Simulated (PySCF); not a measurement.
**Static response to an electric field**

C3H10SSi.
Structure used (GFN2-xTB), in Å, numbered top down from 1:
```xyz
15
C3H10SSi angstrom
C     -1.869   -0.145   -0.874
C     -0.570    0.135   -0.138
C     -0.632   -0.318    1.310
S      0.793   -0.744   -1.027
Si     2.524    0.297   -0.334
H     -2.689    0.395   -0.403
H     -2.089   -1.210   -0.850
H     -1.794    0.165   -1.912
H     -0.334    1.201   -0.193
H     -1.440    0.200    1.826
H      0.302   -0.106    1.827
H     -0.818   -1.389    1.357
H      3.566   -0.116   -1.255
H      2.824   -0.080    1.045
H      2.222    1.723   -0.401
```

Level: CAM-B3LYP/def2-SVPD (PySCF), static field, nuclei fixed, core orbitals frozen in the response. The polarisability tensor in these axes (au):

```
x   103.42   3.02  -1.52
y     3.02  74.57   2.19
z    -1.52   2.19  80.20
```

**Question.** What are the eigenvalues, a third of the trace, and Δα (Δα² = ½Σ(αi − αj)² over the three pairs)?

**Answer.** Principal values 73.44, 80.95 and 103.80 au; mean 86.06 au = 12.75 Å³ = 14.19 × 10⁻⁴⁰ C²·m²/J; Δα = 27.39 au (32 % of the mean).

**Question.** What is the dipole moment, and where does it point?

**Answer.** (-0.53, 1.15, 1.04) D, 1.64 D in size, pointing from the negative to the positive side. Measured along this direction, the outermost atoms are H13 at the negative end and H10 at the positive end.

**Question.** Give the eigenvalues of the traceless quadrupole moment Θ = ½Σq(3rr − r²1), origin at the centre of nuclear charge.

**Answer.** -3.27, -1.85, 5.12 D·Å. The values depend on the origin, since the dipole doesn't vanish. The electronic extent ⟨r²⟩ about the same centre is 875 bohr², a root-mean-square distance of 2.05 Å for the 58 electrons.

**Question.** Rayleigh depolarisation ratio (linearly polarised light, static tensor)?

**Answer.** ρ = 3Δα²/(45ᾱ² + 4Δα²) = 2250.9/(333310 + 3001.2) = 0.00669.

**Question.** What molar refraction does this α imply?

**Answer.** Lorentz–Lorenz: R = (4π/3)N_A α = 2.5225 cm³/(mol·Å³) × 12.75 Å³ = 32.2 cm³/mol, in the limit of long wavelengths.

**Question.** What would n − 1 = 2πNα be for an ideal gas of these molecules at 500 K and 1 atm, electronic part alone?

**Answer.** N = p/kT = 1.4678 × 10¹⁹ cm⁻³, so n − 1 = 2π × N × 12.75 × 10⁻²⁴ cm³ = 1176 × 10⁻⁶ at long wavelengths.

**Question.** In TDDFT the mean static polarisability is Σ f/ω² over all singlet excitations (ω in hartree). How much of it do the 8 lowest give? Their energies (eV) and oscillator strengths: 5.68, 0.0054; 6.04, 0.0136; 6.67, 0.0048; 7.01, 0.0008; 7.23, 0.0218; 7.33, 0.0143; 7.53, 0.0258; 7.56, 0.0253.

**Answer.** They add up to 1.66 au, 1.9 % of the 86.06 au; the largest single term is 0.34 au, from the state at 7.53 eV. Terms in order: 0.12, 0.28, 0.08, 0.01, 0.31, 0.20, 0.34, 0.33 au. Higher excitations give the rest. The strengths listed sum to 0.112.

Isolated species at its GFN2-xTB geometry (one conformer only).
